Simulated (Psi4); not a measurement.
H4B, charge -1, singlet, geometry from GFN2-xTB (a gas-phase anion, which may not be bound at this level), atoms displaced at random by about 0.03 Å a coordinate; PBE/STO-3G, gradient (Psi4).

Input for Psi4:
```
memory 2 GB

molecule mol {
-1 1
B     0.015343   -0.012705   -0.047573
H    -0.796873   -0.752038   -0.432708
H     0.147334   -0.209802    1.198849
H    -0.448948    1.112167   -0.179151
H     1.052619   -0.125587   -0.604622
symmetry c1
no_reorient
no_com
}

set {
  basis sto-3g
  reference rks
}

gradient('pbe')
print_variables()
```

What the program printed (banner, timings and long lists left out):

```
gradient() will perform analytic gradient computation.

   => Loading Basis Set <=

    Name: STO-3G
    Role: ORBITAL
    Keyword: BASIS

         ---------------------------------------------------------
                                   SCF
               by Justin Turney, Rob Parrish, Andy Simmonett
                          and Daniel G. A. Smith
                              RKS Reference
         ---------------------------------------------------------

  ==> Geometry <==

    Molecular point group: c1
    Full point group: C1

    Geometry (in Angstrom), charge = -1, multiplicity = 1:

       Center              X                  Y                   Z               Mass
    ------------   -----------------  -----------------  -----------------  -----------------
         B            0.015343000000    -0.012705000000    -0.047573000000    11.009305360000
         H           -0.796873000000    -0.752038000000    -0.432708000000     1.007825032230
         H            0.147334000000    -0.209802000000     1.198849000000     1.007825032230
         H           -0.448948000000     1.112167000000    -0.179151000000     1.007825032230
         H            1.052619000000    -0.125587000000    -0.604622000000     1.007825032230

  Running in c1 symmetry.

  Rotational constants: A =      4.38669  B =      4.30541  C =      4.11851 [cm^-1]
  Rotational constants: A = 131509.59755  B = 129073.07513  C = 123469.88908 [MHz]
  Nuclear repulsion =   10.365812584101370

  Charge       = -1
  Multiplicity = 1
  Electrons    = 10
  Nalpha       = 5
  Nbeta        = 5

  ==> Algorithm <==

  SCF Algorithm Type is DF.
  DIIS enabled.
  MOM disabled.
  Fractional occupation disabled.
  Guess Type is SAD.
  Energy threshold   = 1.00e-08
  Density threshold  = 1.00e-08
  Integral threshold = 1.00e-12

  ==> Primary Basis <==

  Basis Set: STO-3G
    Blend: STO-3G
    Number of shells: 7
    Number of basis functions: 9
    Number of Cartesian functions: 9
    Spherical Harmonics?: true
    Max angular momentum: 1

  ==> DFT Potential <==

   => LibXC <=

    Version 7.1.2
    S. Lehtola, C. Steigemann, M. J. T. Oliveira, and M. A. L. Marques,  SoftwareX 7, 1–5 (2018) (10.1016/j.softx.2017.11.002)

   => Composite Functional: PBE <=

    PBE GGA Exchange-Correlation Functional

    J.P. Perdew et. al., Phys. Rev. Lett., 77(18), 3865-3868, 1996

    Deriv               =              1
    GGA                 =           TRUE
    Meta                =          FALSE

    Exchange Hybrid     =          FALSE
    MP2 Hybrid          =          FALSE

   => Exchange Functionals <=

    1.0000     XC_GGA_X_PBE

   => Correlation Functionals <=

    1.0000     XC_GGA_C_PBE

   => LibXC Density Thresholds  <==

    XC_GGA_C_PBE:  1.00E-12
    XC_GGA_X_PBE:  1.00E-15

   => Molecular Quadrature <=

    Radial Scheme          =       TREUTLER
    Pruning Scheme         =           NONE
    Nuclear Scheme         =       TREUTLER

    Blocking Scheme        =         OCTREE
    BS radius alpha        =              1
    Pruning alpha          =              1
    Radial Points          =             75
    Spherical Points       =            302
    Total Points           =         108652
    Total Blocks           =            863
    Max Points             =            254
    Max Functions          =              9
    Weights Tolerance      =       1.00E-15

   => Loading Basis Set <=

    Name: (STO-3G AUX)
    Role: JKFIT
    Keyword: DF_BASIS_SCF

  ==> Integral Setup <==

  SCF_SUBTYPE=INCORE selected. In-core MEM_DF algorithm will be used.
  Using in-core AOs.

  ==> MemDFJK: Density-Fitted J/K Matrices <==

    J tasked:                   Yes
    K tasked:                    No
    wK tasked:                   No
    Algorithm:                 Core
    Schwarz Cutoff:           1E-12
    Mask sparsity (%):       0.0000
    Fitting Condition:        1E-10

   => Auxiliary Basis Set <=

  Basis Set: (STO-3G AUX)
[...]
  @DF-RKS Final Energy:   -26.76530998358810
    Total Energy =                        -26.7653099835880965
[...]

         ------------------------------------------------------------
                                   SCF GRAD
                          Rob Parrish, Justin Turney,
                       Andy Simmonett, and Alex Sokolov
         ------------------------------------------------------------

  ==> Geometry <==

    Molecular point group: c1
    Full point group: C1

    Geometry (in Angstrom), charge = -1, multiplicity = 1:

       Center              X                  Y                   Z               Mass
    ------------   -----------------  -----------------  -----------------  -----------------
         B            0.015343000000    -0.012705000000    -0.047573000000    11.009305360000
         H           -0.796873000000    -0.752038000000    -0.432708000000     1.007825032230
         H            0.147334000000    -0.209802000000     1.198849000000     1.007825032230
         H           -0.448948000000     1.112167000000    -0.179151000000     1.007825032230
         H            1.052619000000    -0.125587000000    -0.604622000000     1.007825032230

  Nuclear repulsion =   10.365812584101370

  ==> Basis Set <==

  Basis Set: STO-3G
    Blend: STO-3G
    Number of shells: 7
    Number of basis functions: 9
    Number of Cartesian functions: 9
    Spherical Harmonics?: true
    Max angular momentum: 1

  ==> DFJKGrad: Density-Fitted SCF Gradients <==

    Gradient:                    1
    J tasked:                  Yes
    K tasked:                   No
    wK tasked:                  No
    Integrals threads:           1
    Schwarz Cutoff:          1E-12
    Fitting Condition:       1E-10

   => Auxiliary Basis Set <=

  Basis Set: (STO-3G AUX)
    Blend: DEF2-UNIVERSAL-JKFIT
    Number of shells: 49
    Number of basis functions: 147
    Number of Cartesian functions: 169
    Spherical Harmonics?: true
    Max angular momentum: 4

  ==> DFT Potential <==

   => LibXC <=

    Version 7.1.2
    S. Lehtola, C. Steigemann, M. J. T. Oliveira, and M. A. L. Marques,  SoftwareX 7, 1–5 (2018) (10.1016/j.softx.2017.11.002)

   => Composite Functional: PBE <=

    PBE GGA Exchange-Correlation Functional

    J.P. Perdew et. al., Phys. Rev. Lett., 77(18), 3865-3868, 1996

    Deriv               =              1
    GGA                 =           TRUE
    Meta                =          FALSE

    Exchange Hybrid     =          FALSE
    MP2 Hybrid          =          FALSE

   => Exchange Functionals <=

    1.0000     XC_GGA_X_PBE

   => Correlation Functionals <=

    1.0000     XC_GGA_C_PBE

   => LibXC Density Thresholds  <==

    XC_GGA_C_PBE:  1.00E-12
    XC_GGA_X_PBE:  1.00E-15

   => Molecular Quadrature <=

    Radial Scheme          =       TREUTLER
    Pruning Scheme         =           NONE
    Nuclear Scheme         =       TREUTLER

    Blocking Scheme        =         OCTREE
    BS radius alpha        =              1
    Pruning alpha          =              1
    Radial Points          =             75
    Spherical Points       =            302
    Total Points           =         108652
    Total Blocks           =            863
    Max Points             =            254
    Max Functions          =              9
    Weights Tolerance      =       1.00E-15

  -Total Gradient:
     Atom            X                  Y                   Z
    ------   -----------------  -----------------  -----------------
       1        0.007796660931    -0.021547283851    -0.042823986587
       2        0.005758464682     0.013651391844     0.008763946195
       3       -0.000972953850    -0.003885661287     0.030971683855
       4       -0.010377741622     0.010728063804     0.000672386070
       5       -0.002205160018     0.001052045104     0.002416495768

  Variable Map:
  ----------------------------------------------------------------------------
[...]
  Array Variable Map:
  ----------------------------------------------------------------------------
[...]
[...]
```
